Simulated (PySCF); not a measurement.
Vertical excitations of a molecule C₄H₅Br from TDA-PBE0/def2-SVPD run with PySCF, as energy in eV (oscillator strength): 4.67 (0.000), 5.86 (0.001), 5.88 (0.006), 6.20 (0.002), 6.45 (0.031), 6.75 (0.005), 6.85 (0.632), 7.08 (0.094), 7.30 (0.006), 7.34 (0.385). Lowest triplet (TDA): 4.06 eV. Geometry optimised at PBE0-D3(BJ)/def2-SVP. One conformer was computed; it need not be the lowest.

Problem. Identify the compound among the candidates.
A. CC=C=CBr
B. C#CCCBr
C. C=C/C=C/Br
D. BrC1=CCC1

Solution. A, CC=C=CBr
